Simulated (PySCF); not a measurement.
**A small calculation by hand: dipole moment from atomic charges**

Hf(Cl)3(OH)(OH2) (Cl3H3HfO2), SMILES [OH][Hf](<-[OH2])([Cl])([Cl])[Cl], multiplicity 1. Atoms are numbered in the order given.

```xyz
9

Hf     0.0241     0.1715     0.0000
Cl     2.3251    -0.3341     0.0000
Cl    -0.5193    -0.8007     2.1240
Cl    -0.5193    -0.8007    -2.1240
O      0.0257     2.0622     0.0000
H      0.2128     2.9999     0.0000
O     -2.3242     0.1880     0.0000
H     -2.7153    -0.2219     0.7847
H     -2.7153    -0.2219    -0.7847
```

Geometry: PBE0-D3(BJ)/def2-SVP. The spin state was assumed, not searched. The def2 effective core potentials stand for the cores of Hf; spin–orbit coupling is left out. One conformer was computed; it need not be the lowest.

Charges (e) from PBE/def2-TZVP in PySCF:

| atom | ESP fit | Mulliken |
|---|---|---|
| Hf1 | 0.625 | 1.196 |
| Cl2 | -0.219 | -0.316 |
| Cl3 | -0.247 | -0.388 |
| Cl4 | -0.247 | -0.388 |
| O5 | -0.497 | -0.571 |
| H6 | 0.398 | 0.321 |
| O7 | -0.576 | -0.552 |
| H8 | 0.381 | 0.350 |
| H9 | 0.381 | 0.350 |

The dipole moment of the full density is 4.74 D.

Task: What dipole moment does each set of point charges give, and which comes closer to that of the density?

Result: 
μ = Σ q r, and 1 e Å = 4.8032 D.
ESP fit: Σ q r = (-0.896, 0.468, 0.000) e Å, |μ| = 4.85 D.
Mulliken: Σ q r = (-0.867, 0.458, 0.000) e Å, |μ| = 4.71 D.
Mulliken comes closer in size. Point charges leave out the atoms' own dipoles (lone pairs, polarised bonds); fits to the potential absorb them, partitions of the density don't.
